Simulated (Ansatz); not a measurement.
`C[NH][GeH2][F]` + CH₄ → `C[NH][GeH2][CH3]` + H–F at 700 K and 1 bar (formal exchange of groups at a Ge–F bond).

Program: Ansatz. Geometries: PBE0-D4/def2-TZVP. ΔE: electronic, gas phase. CCSD(T)/CBS adds triple-zeta CCSD(T) − MP2 to the extrapolated MP2 energy (def2 sets, frozen cores). This one scheme is used for every species. For Ge outer-core shells are correlated without core-valence functions, which leaves a few kJ/mol of doubt a bond. Scalar relativity is left out up to krypton. One conformer a species, not always the lowest.

| species | CCSD(T)/CBS energy (Eh) | H − E (kJ/mol) | S (J/(mol·K)) |
| --- | --- | --- | --- |
| `C[NH][GeH2][F]` | -2272.30685 | 261.3 | 437.1 |
| CH₄ | -40.46206 | 145.9 | 224.0 |
| `C[NH][GeH2][CH3]` | -2212.33836 | 363.7 | 479.0 |
| H–F | -100.39570 | 45.2 | 198.5 |

H − E and S are ideal-gas, rigid-rotor, harmonic terms from PBE0-D4/def2-TZVP, for one conformer and one mirror image of each species. 1 Eh = 2625.50 kJ/mol, R = 8.31446 J/(mol·K).

Task: By hand: ΔE, ΔH, ΔS and ΔG.

Result: ΔE = (-2212.33836) + (-100.39570) − (-2272.30685) − (-40.46206) = 0.03485 Eh = 91.5 kJ/mol. Δ(H − E) = 363.7 + 45.2 − 261.3 − 145.9 = 1.7, so ΔH = 93.2 kJ/mol. ΔS = 479.0 + 198.5 − 437.1 − 224.0 = 16.4 J/(mol·K). ΔG = 93.2 − 700 × (16.4)/1000 = 81.7 kJ/mol.

Task: By hand: the equilibrium constant, and the temperature at which ΔG would vanish if ΔH and ΔS stayed fixed.

Result: log₁₀ K = −ΔG/(RT ln 10) = -6.1. ΔG = 0 at ΔH/ΔS = 5683 K, far beyond where these terms or the molecules hold.

ΔH outweighs TΔS. A doubt of 5 kJ/mol in ΔE shifts log₁₀ K by 0.4 here. Other conformers and mirror images would add mixing entropy, several J/(mol·K) or more a flexible species. These are equilibria of isolated gas molecules and say nothing of rates. Largest T1 diagnostic: 0.011 (customary marks: 0.02 for closed shells, 0.045 for open ones).
